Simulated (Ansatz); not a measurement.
`C=N/C([SiH3])=C\O` → `C=C1O[SiH2]C1N`  (isomerisation)

Program: Ansatz. Geometries: PBE0-D4/def2-TZVP. ΔE: electronic, gas phase. CCSD(T)/CBS adds triple-zeta CCSD(T) − MP2 to the extrapolated MP2 energy (def2 sets, frozen cores). DFT in def2-TZVPP. B3LYP here is the variant with VWN-RPA as its local correlation; programs differ in this. Each species was taken in one conformer, which may not be the lowest.

CCSD(T)/CBS gives -120.9 kJ/mol.

Another level gave -106.4 kJ/mol. Which?
A. B3LYP-D4/def2-TZVPP
B. PBE-D4/def2-TZVPP
C. MP2/def2-TZVPP
D. r2SCAN-D4/def2-TZVPP

A. B3LYP-D4 -106.4, MP2/def2-TZVPP -127.3, PBE-D4 -112.4, r2SCAN-D4 -120.4 kJ/mol.

Largest T1 diagnostic among the species: 0.013.

In def2-TZVPP, CCSD(T) changes the Hartree–Fock value by −7.0 kJ/mol (the triples alone add +3.2 kJ/mol) and MP2 by −17.5 kJ/mol. From PBE to PBE0 (25 % exact exchange), in def2-TZVPP and without D4, ΔE moves by −14.4 kJ/mol.
